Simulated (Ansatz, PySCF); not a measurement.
BBr₂, SMILES Br[B-]Br (connectivity only; charge and spin as stated), charge -1, multiplicity 1. Atoms are numbered in the order given.

```xyz
3

B      0.0000     0.0000    -1.1998
Br     0.0000     1.6762     0.1140
Br     0.0000    -1.6762     0.1140
```
Charge -1, spin multiplicity 1.

Geometry optimised at B3LYP-D3(BJ)/def2-SVPD.

Two levels are set side by side: PBE-D3(BJ)/def2-SVPD (Ansatz, a quantum-chemistry and plane-wave program) and B3LYP-D3(BJ)/def2-SVPD (Ansatz). Each level has its own optimised geometry; the coordinates shown are those of the second. Frequencies come from the Hessian of PySCF at each geometry. Differences are taken from unrounded values.

```csv
quantity,B3LYP-D3(BJ)
mean bond length (Å),2.130
bond B1–Br2 (Å),2.130
bond B1–Br3 (Å),2.130
highest harmonic wavenumber (cm⁻¹),427
mean harmonic wavenumber (cm⁻¹),310
zero-point energy (kcal/mol),1.33
```

### Question
What does PBE-D3(BJ) give, and how far is it from B3LYP-D3(BJ)? (The exact figures need the calculation; the answer reports its results.)

### Answer

| quantity | PBE-D3(BJ) | PBE-D3(BJ) minus B3LYP-D3(BJ) |
|---|---|---|
| mean bond length (Å) | 2.122 | -0.008 |
| bond B1–Br2 (Å) | 2.122 | -0.008 |
| bond B1–Br3 (Å) | 2.122 | -0.008 |
| highest harmonic wavenumber (cm⁻¹) | 428 | 1 |
| mean harmonic wavenumber (cm⁻¹) | 318 | 8 |
| zero-point energy (kcal/mol) | 1.36 | 0.03 |
